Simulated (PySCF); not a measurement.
# How methods differ on the excitation energy of Cr(2+)

Cr(2+) [Ar] 3d4 (5D) → Cr(2+) [Ar] 3d3 4s1 (5F), as a difference of total energies. Calculation: PySCF 2.14, in x2c-TZVPPall with one added diffuse shell each of s, p, d, f type (7s6p5d3f1g, 80 functions); the spin-free X2C one-electron Hamiltonian (Gaussian nucleus). Correlated levels: valence: [Ar] frozen. The calculations carry no spin-orbit coupling.

```csv
method,excitation energy (cm⁻¹)
UHF,45719
MP2 (valence),48793
SCS-MP2 (valence),46743
CCSD (valence),48929
CCSD(T) (valence),48964
```
